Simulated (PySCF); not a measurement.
How methods differ on the excitation energy of Nd²⁺

Nd²⁺ [Xe] 4f4 (high-spin determinant) → Nd²⁺ [Xe] 4f3 5d1 (high-spin determinant), as a difference of total energies. Calculation: PySCF 2.14, in cc-pVDZ-X2C (8s7p5d3f1g, 84 functions); the spin-free X2C one-electron Hamiltonian (Gaussian nucleus). Correlated levels: valence: [Kr] 4d10 frozen; valence and next inner shell: [Ar] 3d10 frozen. The calculations carry no spin-orbit coupling.

```
                                method  excitation energy (cm⁻¹)
                                   UHF                    6967.2
                                   LDA                     28584
                                   PBE                     26160
                                  PBE0                     22106
                                r2SCAN                     24289
                             BHandHLYP                     17267
                                   M06                     24685
                                  TPSS                     24171
                         MP2 (valence)                     14285
                     SCS-MP2 (valence)                     11545
    MP2 (valence and next inner shell)                     14231
SCS-MP2 (valence and next inner shell)                     11279
```

A first-order spin-orbit estimate (lowest level to lowest level, LS coupling) adds -0.151 eV.

The determinant of the upper state and of the lower state mixes LS terms, which raises its energy above the lowest term, most at the Hartree-Fock and MP2 levels.
